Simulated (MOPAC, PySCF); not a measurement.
C₃H₉Al, SMILES `[CH3][Al]([CH3])[CH3]`, neutral singlet in the gas phase. 

Cartesian coordinates (Å):
```xyz
13

C     -1.8764    -0.5508    -0.1553
Al    -0.0004     0.0010     0.0039
C      1.4023    -1.3510     0.2353
C      0.4736     1.9031    -0.0761
H     -2.0315    -1.6159     0.0301
H     -2.5162     0.0074     0.5354
H     -2.2560    -0.3351    -1.1603
H      1.2283    -1.9445     1.1391
H      1.4006    -2.0625    -0.5974
H      2.4061    -0.9266     0.3059
H      1.2103     2.0931    -0.8635
H      0.9425     2.2258     0.8598
H     -0.3831     2.5558    -0.2570
```
Charge 0, multiplicity 1.

All levels are single points at this geometry (B3LYP-D3(BJ)/def2-TZVP); Pople sets use spherical d functions. Orbital energies aren't observables, and empty levels follow the basis.

```tsv
level	HOMO (eV)	LUMO (eV)	gap (eV)	dipole (D)	vertical IE, Delta-SCF (eV)
PBE-D3(BJ)/def2-TZVP in PySCF	-6.25	-1.14	5.11	0.00	–
ωB97X-D3(BJ)/def2-TZVP in PySCF	-10.00	1.50	11.49	0.00	–
B3LYP/LANL2DZ in PySCF	-7.17	-0.41	6.76	0.01	–
BP86/6-31G* in PySCF	-6.07	-1.01	5.06	0.01	–
HF/6-31G* in PySCF	-10.50	2.39	12.89	0.00	9.01
PM7 in MOPAC	-10.32	1.22	11.54	0.01	–
```
